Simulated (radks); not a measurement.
The numbers below are computed, except where a source is named.
Species: Pb III. Configuration: [Hg]. Code: a radial shooting solver on a logarithmic mesh with Libxc functionals. Model: scalar-relativistic Kohn-Sham, XLYP, spin-polarised, spherical densities, finite nucleus; Fermi nuclear charge, rms radius 5.5012 fm. Some entries of the table are withheld. Estimate them.

| orbital | occ. | eigenvalue (eV) | r(max) (bohr) |
|---|---|---|---|
| 1s | 2 | -88104.41 | 0.009846 |
| 2s | 2 | -15773.79 | 0.05716 |
| 2p | 6 | -13538.77 | 0.04760 |
| 3s | 2 | -3799.148 | 0.1612 |
| 3p | 6 | -3157.934 | 0.1613 |
| 3d | 10 | (1) | 0.1314 |
| 4s | 2 | -872.7643 | 0.3623 |
| 4p | 6 | -662.5265 | (2) |
| 4d | 10 | -418.7205 | 0.3883 |
| 5s | 2 | -160.7322 | 0.7886 |
| 4f | 14 | -149.5417 | 0.3497 |
| 5p | 6 | -102.4581 | (3) |
| 5d | 10 | -37.6639 | 1.071 |
| 6s | 2 | -27.4618 | 1.922 |
| 6p | 0 | -17.3497 | 2.424 |

Answer. 
(1) 3d eigenvalue (eV): -2502.232
(2) 4p r(max) (bohr): 0.3823
(3) 5p r(max) (bohr): 0.8814
